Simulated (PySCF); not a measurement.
**Calculated NMR parameters of O=S(=O)(O)[C@H]1CCOBO1**

```
Formula                               : C3H7BO5S
SMILES                                : O=S(=O)(O)[C@H]1CCOBO1
InChI                                 : InChI=1S/C3H7BO5S/c5-10(6,7)3-1-2-8-4-9-3/h3-4H,1-2H2,(H,5,6,7)/t3-/m0/s1
Point group of the computed structure : C1
Carbon signals                        : 3
Proton signals                        : 7
```

Numbering as in the mapped SMILES `[O:1]=[S:2](=[O:3])([OH:4])[C@H:5]1[CH2:6][CH2:7][O:8][BH:9][O:10]1`; H(Xn) means a hydrogen on atom n. Ha(C6), Ha(C7) are cis to S2 on the ring; Hb(C6), Hb(C7) are trans to S2 on the ring.

Method: structure optimised with PBE0-D3(BJ)/def2-SVP, shielding tensors at PBE/pcSseg-1 (GIAO), in PySCF (non-relativistic, no solvent model, single conformer).

Shifts are taken against calculated references (same method and geometry level): TMS for $^{1}$H (σref 31.20) and $^{13}$C (σref 180.03); $^{11}$B (σref 94.77) vs BF3·OEt2; H2O for $^{17}$O (σref 334.63); $^{33}$S (σref 490.84) against CS2.

| carbon | δC, type | δH (multiplicity) | HMBC from (2–3 bonds) | span of the C tensor (ppm) |
| --- | --- | --- | --- | --- |
| C5 | 91.6, CH | 4.69 (m) | H(B9), Ha(C7), Hb(C7), Hb(C6), Ha(C6) | 36 |
| C6 | 31.1, CH2 | Ha(C6) 2.12 (m); Hb(C6) 2.23 (m) | H(C5), Ha(C7), Hb(C7) | 11 |
| C7 | 64.3, CH2 | Hb(C7) 4.13 (m); Ha(C7) 4.20 (m) | H(C5), H(B9), Hb(C6), Ha(C6) | 59 |

Other nuclei:
```tsv
atoms	nucleus	environment	δ (ppm)	σ (ppm)
H(O4)	$^{1}$H	hydrogen on an oxygen bonded to S	4.66	26.54
H(B9)	$^{1}$H	hydrogen on a boron bonded to 2 O, in a 6-membered ring	4.24	26.95
B9	$^{11}$B	boron bonded to 2 O, H, in a 6-membered ring	21.9	72.9
O1	$^{17}$O	S=O oxygen	252.1	82.5
O3	$^{17}$O	S=O oxygen	229.1	105.5
O4	$^{17}$O	oxygen bonded to S, H	194.6	140.1
O10	$^{17}$O	oxygen bonded to C, B, in a 6-membered ring	159.0	175.7
O8	$^{17}$O	oxygen bonded to C, B, in a 6-membered ring	151.4	183.3
S2	$^{33}$S	sulfonyl sulfur	326	165.1
```

- δC 91.6: sp3 CH bonded to O and S; pulled downfield by the heteroatom.
- δC 64.3: sp3 CH2 bonded to O; the inductive effect lowers its shielding.
- δC 31.1: sp3 CH2 in a ring; saturated and bonded to C and H only.
- δH 4.69: hydrogen on an sp3 CH bonded to O and S; its carbon carries O, hence the downfield position.
- δH 4.20, 4.13: hydrogen on an sp3 CH2 bonded to O; its carbon carries O, which withdraws density.

The OH or NH signal is concentration- and solvent-dependent in practice; the value given is the gas-phase one. Hydrogens on boron are broadened and split by $^{11}$B (spin 3/2, 80 %) and 10B (spin 3). Shifts are as computed. Against solution values, carbons near 30 ppm lie about +2 ppm off and those near 130 ppm about +2 ppm. Of 1211 compounds with measured shifts, 218 miss one by over three times the rms of a fit or turn the order of signals round; such compounds aren't used in these exercises. Unscaled 17O shifts of doubly bonded oxygen tend to come out too high, by tens of ppm or more. Experimental scales use liquid or dissolved standards, which lie at an offset from isolated H2O (liquid H2O: subtract about 36 ppm). No couplings were computed; multiplicities are counted from neighbouring protons, with m where these are inequivalent, close in shift, in a saturated or five-membered ring or joined by F or P, and br s for small geminal =CH2 splittings.
